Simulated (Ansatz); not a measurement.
Stepwise reaction of `O=CB(F)F` with hydrogen, as a gas-phase model of exchange steps in deposition or etching. ΔE in kJ/mol; ΔG adds harmonic PBE0-D4 terms to CCSD(T)/CBS, at 1 bar.

Calculated with Ansatz (gas phase, PBE0-D4/def2-TZVP geometries, no zero-point term in ΔE). CCSD(T)/CBS adds triple-zeta CCSD(T) − MP2 to the extrapolated MP2 energy (def2 sets, frozen cores). This one scheme is used for every species. Functionals use def2-TZVPP. B3LYP here is the variant with VWN-RPA as its local correlation; programs differ in this. One conformer a species, not always the lowest.

```
step                     reaction  PBE-D4  B3LYP-D4  ωB97M-V  CCSD(T)/CBS  ΔG(400 K)
   2  `O=CBF` + H₂ → `BC=O` + H–F   110.2     123.8    124.4        118.3      120.9
```

(1) Give the row of step 1, `O=CB(F)F` + H₂ → `O=CBF` + H–F. (An estimate is asked.)

(2) By hand: ΔE of the 2 steps together at CCSD(T)/CBS.

Results:

(1) The calculation gave: 
```csv
step,reaction,PBE-D4,B3LYP-D4,ωB97M-V,CCSD(T)/CBS,ΔG(400 K)
1,`O=CB(F)F` + H₂ → `O=CBF` + H–F,136.6,138.1,138.2,129.8,129.3
```

(2) (129.8) + (118.3) = 248.1 kJ/mol, or 124.1 kJ/mol a step.

In ΔE each step is lower than the one before. All are uphill at CCSD(T)/CBS. ΔG lies between 120.9 and 129.3 kJ/mol a step. PBE-D4 differs from CCSD(T)/CBS by -8.1 to 6.8 kJ/mol a step. Isolated molecules leave out the surface, adducts and barriers. Largest T1 diagnostic: 0.021.
